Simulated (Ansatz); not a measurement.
```xyz
5

F    -0.106    0.800   -2.051
Ga    0.354    0.794   -0.335
Zn   -0.452   -1.206    0.827
H     1.176    2.096    0.006
H    -0.972   -2.484    1.553
```

The species carries charge 0 and has multiplicity 1.

Task: List the PBE/def2-TZVPP orbital energies in eV (the Gaussian-basis code of Ansatz). (An estimate is asked.)

Result: The calculation gave: Occupied: -10093.81, -9407.86, -1233.70, -1134.42, -1093.42, -1093.31, -1093.30, -1000.20, -1000.19, -1000.15, -658.35, -143.51, -126.51, -98.15, -97.87, -97.81, -83.90, -83.89, -83.74, -27.52, -20.12, -20.06, -20.01, -19.87, -19.80, -12.42, -12.03, -12.03, -11.95, -11.94, -11.08, -8.77, -8.69, -8.57, -8.01, -6.12. Lowest empty: -3.03, -2.07, -0.97, -0.73, 0.60, 1.51, 1.81, 3.07.
